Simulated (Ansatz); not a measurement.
Stepwise reaction of `C=C[SiH2][SiH](O)O` with hydrogen, as a gas-phase model of exchange steps in deposition or etching. ΔE in kJ/mol.

Computed with Ansatz on PBE0-D4/def2-TZVP structures; ΔE is electronic, products minus reactants. CCSD(T)/CBS is the MP2 limit (def2-TZVPP, def2-QZVPP) plus CCSD(T) − MP2 in def2-TZVPP, frozen cores. This one scheme is used for every species. Functionals use def2-TZVPP. B3LYP here is the variant with VWN-RPA as its local correlation; programs differ in this. One conformer a species, not always the lowest.

```csv
step,reaction,PBE-D4,B3LYP-D4,ωB97M-V,CCSD(T)/CBS
1,`C=C[SiH2][SiH](O)O` + H₂ → `C=C[SiH2][SiH2]O` + H₂O,84.8,89.9,90.9,86.6
```

(1) Give the row of step 2, `C=C[SiH2][SiH2]O` + H₂ → `C=C[SiH2][SiH3]` + H₂O. (An estimate is asked.)

(2) By hand: ΔE of the 2 steps together at CCSD(T)/CBS.

## Answers

(1) Computed: 
| step | reaction | PBE-D4 | B3LYP-D4 | ωB97M-V | CCSD(T)/CBS |
| --- | --- | --- | --- | --- | --- |
| 2 | `C=C[SiH2][SiH2]O` + H₂ → `C=C[SiH2][SiH3]` + H₂O | 50.7 | 58.4 | 57.3 | 55.0 |

(2) (86.6) + (55.0) = 141.6 kJ/mol, or 70.8 kJ/mol a step.

In ΔE each step is lower than the one before. All are uphill at CCSD(T)/CBS. PBE-D4 differs from CCSD(T)/CBS by -4.3 to -1.8 kJ/mol a step. Isolated molecules leave out the surface, adducts and barriers. Largest T1 diagnostic: 0.013.
